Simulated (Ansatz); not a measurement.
Cost and result for the atomization energy of CH$_{5}$GaOS (`C[O][GaH][SH]`) (9 atoms, 8 bonds).

```xyz
9

C    -0.6001   -0.2708    1.1722
O    -0.9599    0.5662    0.1061
Ga    0.0043    0.7736   -1.3761
S     1.8840   -0.3572   -1.5413
H     0.3534    0.0223    1.6311
H    -1.3731   -0.2034    1.9431
H    -0.5228   -1.3236    0.8702
H    -0.5269    1.7354   -2.4652
H     1.7413   -0.9424   -0.3399
```

Total charge 0; spin multiplicity 1. Correlated methods include outer-core shells of Ga, which these sets cover unevenly. Scalar relativity is left out up to krypton. Geometry: relaxed with PBE0-D4/def2-TZVP. It is one conformer, not always the lowest. Program: Ansatz. All runs use 4 threads of a server CPU on a shared host. Times are those of one run each, without the atoms' runs, and a repeat can differ threefold. Electronic energies, without spin–orbit coupling; frozen cores. CCSD(T)/CBS adds CCSD(T) − MP2 in def2-TZVPP to the MP2 limit, and its time is that of the two runs behind it. T1 = 0.014. With those shells the extrapolation isn't a true limit. B3LYP takes the VWN-RPA correlation (the form of Gaussian; ORCA's B3LYP/G). HSE06 is the plane-wave form, built on full-range PBE exchange.

CCSD(T)/CBS is a level of theory with its own doubt, some kJ/mol a heavy atom from the limit and from the frozen cores, so smaller differences don't rank the functionals.

```json
{"level": "BLYP-D4/def2-TZVPP", "functions": "222", "wall time": "2 s"}
{"level": "PBE-D4/def2-TZVPP (with forces)", "functions": "222", "wall time": "2.3 s"}
{"level": "BHLYP-D4/def2-TZVPP", "functions": "222", "wall time": "3.1 s"}
{"level": "HSE06-D4/def2-TZVPP", "functions": "222", "wall time": "3.3 s"}
{"level": "B3LYP-D4/def2-TZVPP (with forces)", "functions": "222", "wall time": "4.4 s"}
{"level": "B2PLYP/def2-TZVPP", "functions": "222", "wall time": "5.5 s"}
{"level": "r2SCANh-D4/def2-TZVPP", "functions": "222", "wall time": "5.5 s"}
{"level": "CCSD(T)/def2-SVP", "functions": "103", "wall time": "5.5 s"}
{"level": "ωB97X-V/def2-TZVPP", "functions": "222", "wall time": "7.5 s"}
{"level": "ωB97M-V/def2-TZVPP (with forces)", "functions": "222", "wall time": "12 s"}
{"level": "MP2/def2-QZVPP", "functions": "423", "wall time": "21 s"}
{"level": "CCSD(T)/def2-TZVPP", "functions": "222", "wall time": "2.1 min"}
{"level": "CCSD(T)/CBS(def2)", "functions": "–", "wall time": "2.4 min"}
```

(1) What atomization energy does each give, and how far from CCSD(T)/CBS? (Best estimate.)

Results:

(1) Computed: 
| level | atomization (kJ/mol) | difference from CCSD(T)/CBS | per bond |
| --- | --- | --- | --- |
| BLYP-D4/def2-TZVPP | 2929.0 | -38.3 | -4.8 |
| PBE-D4/def2-TZVPP (with forces) | 2994.7 | 27.4 | 3.4 |
| BHLYP-D4/def2-TZVPP | 2851.6 | -115.7 | -14.5 |
| HSE06-D4/def2-TZVPP | 2943.6 | -23.7 | -3.0 |
| B3LYP-D4/def2-TZVPP (with forces) | 2935.0 | -32.3 | -4.0 |
| B2PLYP/def2-TZVPP | 2914.6 | -52.7 | -6.6 |
| r2SCANh-D4/def2-TZVPP | 2949.2 | -18.1 | -2.3 |
| CCSD(T)/def2-SVP | 2788.7 | -178.6 | -22.3 |
| ωB97X-V/def2-TZVPP | 2970.1 | 2.8 | 0.3 |
| ωB97M-V/def2-TZVPP (with forces) | 2958.4 | -8.9 | -1.1 |
| MP2/def2-QZVPP | 2981.6 | 14.3 | 1.8 |
| CCSD(T)/def2-TZVPP | 2896.9 | -70.4 | -8.8 |
| CCSD(T)/CBS(def2) | 2967.3 | 0.0 | 0.0 |

From r2SCAN to r2SCAN0 (25 % exact exchange), in def2-TZVPP and without D4, the atomization energy moves by −54.4 kJ/mol: exact exchange takes away binding that semilocal exchange gives to molecules. At CCSD(T), def2-SVP lies −178.6 kJ/mol from the extrapolated value and def2-TZVPP −70.4 kJ/mol: correlation converges slowly with the basis, and small sets miss more of it in the bonded molecule than in its fragments. In def2-TZVPP, CCSD(T) changes the Hartree–Fock value by +793.0 kJ/mol (the triples alone add +47.2 kJ/mol) and MP2 by +836.1 kJ/mol; breaking electron pairs costs correlation energy, which Hartree–Fock lacks.
